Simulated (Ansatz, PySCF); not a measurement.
Ge(H)(F)2(vinyl) (C2H4F2Ge), SMILES C=[CH][GeH]([F])[F]. Atoms are numbered in the order given.

```xyz
9

Ge     0.3035    -0.2923     0.2223
F      0.4619     1.2924     0.9173
F      1.5506    -0.3681    -0.9822
C     -1.4199    -0.3269    -0.6115
C     -2.1858     0.7683    -0.5756
H      0.6647    -1.3182     1.2932
H     -1.7682    -1.2341    -1.1184
H     -1.8473     1.6821    -0.0747
H     -3.1754     0.7960    -1.0463
```
Charge 0, spin multiplicity 1.

Geometry optimised at ωB97X-D3(BJ)/def2-SVP. Other conformers were not sampled.

Two levels are set side by side: PBE-D3(BJ)/def2-SVP (Ansatz, a first-principles code) and ωB97X-D3(BJ)/def2-SVP (PySCF). Each level has its own optimised geometry; the coordinates shown are those of the second. Frequencies come from the Hessian of PySCF at each geometry. Differences are taken from unrounded values.

```
quantity                            ωB97X-D3(BJ)  PBE-D3(BJ)  PBE-D3(BJ) minus ωB97X-D3(BJ)
----------------------------------  ------------  ----------  -----------------------------
mean bond length (Å)                       1.442       1.455                          0.013
bond Ge1–F2 (Å)                            1.738       1.756                          0.018
bond Ge1–F3 (Å)                            1.735       1.754                          0.018
bond Ge1–C4 (Å)                            1.915       1.932                          0.017
bond C4–C5 (Å)                             1.337       1.346                          0.009
bond Ge1–H6 (Å)                            1.526       1.545                          0.019
bond C4–H7 (Å)                             1.096       1.104                          0.008
bond C5–H8 (Å)                             1.096       1.103                          0.007
bond C5–H9 (Å)                             1.096       1.104                          0.007
highest harmonic wavenumber (cm⁻¹)          3262        3160                           -102
mean harmonic wavenumber (cm⁻¹)             1170        1116                            -54
zero-point energy (kcal/mol)               35.13       33.52                          -1.62
```

GGA bonds tend to be longer and softer than those of functionals with exact exchange. Differences between two approximate levels are no errors against the true value.
